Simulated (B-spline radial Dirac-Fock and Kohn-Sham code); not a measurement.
Relativistic shifts of the levels of Cl

System: neutral chlorine, [Ne] 3s2 3p5.

Both columns are ΔSCF binding energies of the configuration average from a radial B-spline solver: non-relativistic Hartree-Fock with a point nucleus, and Dirac-Fock with a finite nucleus and the Coulomb interaction alone, averaged over the two j levels with weights 2j+1.

```tsv
shell	Hartree-Fock (eV)	Dirac-Fock (eV)	shift (eV)	shift (%)
1s	2823.1	2834.0	+10.83	+0.38
2s	279.0	280.8	+1.81	+0.65
3s	27.80	27.97	+0.17	+0.62
3p	12.67	12.65	-0.02	-0.14
```

Relativity binds 1s, 2s, 3s more strongly, among those listed most of all 2s in relative terms, and 3p more weakly.

Values without a named source are computed, but for edge energies of neutral atoms, which are taken from tables.
